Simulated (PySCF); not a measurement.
Identify the unknown among the candidates.

All candidates are C5H10OSi.

| technique | computed result |
| --- | --- |
| NMR, other nuclei | isotropic shieldings of nuclei other than C and H, by class: -316 (1 O), 382 (1 Si) ppm [GIAO PBE0/pcSseg-1] |
| Triplet | lowest triplet excitation (Tamm–Dancoff): 3.24 eV [TDA CAM-B3LYP/def2-SVPD] |
| Polarisability | 88.7 au [CAM-B3LYP/def2-SVPD] |
| Rotational structure | rotational constants A, B, C: 3.521, 1.590, 1.267 GHz [GFN2-xTB] |
| 13C NMR | chemical shifts (computed TMS as zero) by class: 195.5 (1 C), 178.0 (1 C), 143.2 (1 C), 0.0 (2 C) ppm [GIAO PBE0/pcSseg-1] |
| UV, first state | lowest singlet excitation: 3.71 eV (334 nm, f = 0.000) [TDDFT CAM-B3LYP/def2-SVPD] |
| 1H NMR | chemical shifts (computed TMS as zero) by class: 9.77 (1 H), 7.76 (1 H), 7.11 (1 H), 4.89 (1 H), 0.15 (6 H) ppm [GIAO PBE0/pcSseg-1] |
| Dipole | 2.46 D [CAM-B3LYP/def2-SVPD] |
| UV, strongest line | among the 8 lowest singlet transitions: S3 at 5.44 eV (228 nm, f = 0.150) [TDDFT CAM-B3LYP/def2-SVPD] |

Gas-phase values; electronic properties from PySCF, density fitting. Levels stand in brackets. Isolated species at its GFN2-xTB geometry (one conformer only). GFN2-xTB frequencies show an imaginary mode (54i cm⁻¹), so this geometry is no minimum at that level. Each NMR value is the plain mean over a class of atoms that symmetry, rotation or inversion makes alike.

Task: Which candidate is it?
A. `C[SiH](C)/C=C\C=O`
B. `C=C1COCC[SiH2]1`
C. `C[C@@H]1OC=C[Si@H]1C`
D. `C/C=C\C=C/O[SiH3]`

Result: A. It is `C[SiH](C)/C=C\C=O`. Numbering: `[CH3:1][SiH:2]([CH3:3])/[CH:4]=[CH:5]\[CH:6]=[O:7]`. Its formula, C5H10OSi, gives 2 degrees of unsaturation: 0 rings and 2 π bonds in the structure found. 5 carbons fall into 4 classes; from least to most shielded: aldehyde carbon [C6] (195.5 ppm), alkene CH carbon [C4] (178.0 ppm), alkene CH carbon [C5] (143.2 ppm), Si-methyl carbon [C1/C3] (0.0 ppm, 2 C, up to 4.5 ppm apart in this geometry). Hydrogen classes from least to most shielded: 1 H on an aldehyde carbon, C6 (9.77 ppm), 1 H on an alkene CH carbon, C4 (7.76 ppm), 1 H on an alkene CH carbon, C5 (7.11 ppm), 1 H on an SiH silicon, Si2 (4.89 ppm), 6 H on 2 Si-methyl carbons, C1/C3 (0.15 ppm, a mean of values up to 1.2 ppm apart in this geometry). The other shieldings belong to: -316 ppm, aldehyde oxygen [O7]; 382 ppm, SiH silicon [Si2]. S1 is mainly HOMO→LUMO (weight 0.78); the largest Löwdin shares of the orbital it empties are 0.36 on the aldehyde oxygen, 0.14 on an Si-methyl carbon, 0.11 on the SiH silicon and 0.08 on the aldehyde carbon, of the orbital it fills 0.26 on an alkene CH carbon, 0.22 on the aldehyde carbon, 0.19 on the aldehyde oxygen and 0.17 on an alkene CH carbon. The optimised geometry has point group C1 and is an asymmetric top.

The others, at the same levels:
- `C[C@@H]1OC=C[Si@H]1C` fails: it has 5 carbon classes against 4; its computed 13C shifts are 171.1 (1 C), 91.9 (1 C), 70.5 (1 C), 22.3 (1 C), -1.7 (1 C) ppm, 1H shifts are 7.13 (1 H), 4.82 (1 H), 4.66 (1 H), 3.97 (1 H), 1.41 (3 H), 0.27 (3 H) ppm and lowest singlet excitation is 6.11 eV (203 nm, f = 0.173) (against 3.71 eV).
- `C/C=C\C=C/O[SiH3]` fails: it has 5 carbon classes against 4; its computed 13C shifts are 146.0 (1 C), 130.8 (1 C), 128.1 (1 C), 114.3 (1 C), 16.7 (1 C) ppm, 1H shifts are 6.86 (1 H), 6.30 (1 H), 5.83 (1 H), 5.65 (1 H), 5.05 (3 H), 1.88 (3 H) ppm and lowest singlet excitation is 5.40 eV (229 nm, f = 0.870) (against 3.71 eV).
- `C=C1COCC[SiH2]1` fails: it has 5 carbon classes against 4; its computed 13C shifts are 150.2 (1 C), 133.3 (1 C), 82.1 (1 C), 71.2 (1 C), 13.1 (1 C) ppm, 1H shifts are 5.98 (1 H), 5.70 (1 H), 4.46 (2 H), 4.35 (2 H), 4.05 (2 H), 1.00 (2 H) ppm and lowest singlet excitation is 6.18 eV (201 nm, f = 0.003) (against 3.71 eV).

Each candidate is one conformer, not necessarily the lowest. Dipoles, sizes and rotational constants follow the conformer. The torsions of the flexible species, by atom-mapped SMILES:
- `[CH3:1][SiH:2]([CH3:3])/[CH:4]=[CH:5]\[CH:6]=[O:7]`: C1–Si2–C4–C5 175°, C4–C5–C6–O7 1°
- `[CH3:1]/[CH:2]=[CH:3]\[CH:4]=[CH:5]/[O:6][SiH3:7]`: C2–C3–C4–C5 180°, C4–C5–O6–Si7 180°

The conformers of `C=C1COCC[SiH2]1` aren't listed.
